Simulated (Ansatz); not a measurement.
`[OH][Au]` → Au• + `[OH]`• at 600 K and 1 bar (homolysis of the Au–O bond).

Computed with Ansatz on PBE0-D4/def2-TZVP structures; ΔE is electronic, products minus reactants. CCSD(T)/CBS adds triple-zeta CCSD(T) − MP2 to the extrapolated MP2 energy (def2 sets, frozen cores). This one scheme is used for every species, atoms too. Open shells (•) are unrestricted, without spin–orbit coupling. def2 core potentials past Kr. Bonds to Au are less sure, by a few kJ/mol each and by 10 to 20 or more in all where they break to atoms, as the def2 sets lack core-valence functions.

```tsv
species	CCSD(T)/CBS energy (Eh)	H − E (kJ/mol)	S (J/(mol·K))
`[OH][Au]`	-211.25768	55.6	290.2
Au•	-135.48825	12.5	195.0
`[OH]`•	-75.67771	39.9	204.4
```

H − E and S are ideal-gas, rigid-rotor, harmonic terms from PBE0-D4/def2-TZVP, with the whole ground term of open shells counted as degenerate. 1 Eh = 2625.50 kJ/mol, R = 8.31446 J/(mol·K).

Task: By hand: ΔE, ΔH, ΔS and ΔG.

Result: ΔE = (-135.48825) + (-75.67771) − (-211.25768) = 0.09172 Eh = 240.8 kJ/mol. Δ(H − E) = 12.5 + 39.9 − 55.6 = -3.2, so ΔH = 237.6 kJ/mol. ΔS = 195.0 + 204.4 − 290.2 = 109.2 J/(mol·K). ΔG = 237.6 − 600 × (109.2)/1000 = 172.1 kJ/mol.

Task: By hand: the equilibrium constant, and the temperature at which ΔG would vanish if ΔH and ΔS stayed fixed.

Result: log₁₀ K = −ΔG/(RT ln 10) = -15.0. ΔG = 0 at ΔH/ΔS = 2176 K.

The number of gas molecules changes by +1, which sets the sign of ΔS. A doubt of 5 kJ/mol in ΔE shifts log₁₀ K by 0.4 here. These are equilibria of isolated gas molecules and say nothing of rates. Largest T1 diagnostic: 0.030 (customary marks: 0.02 for closed shells, 0.045 for open ones).
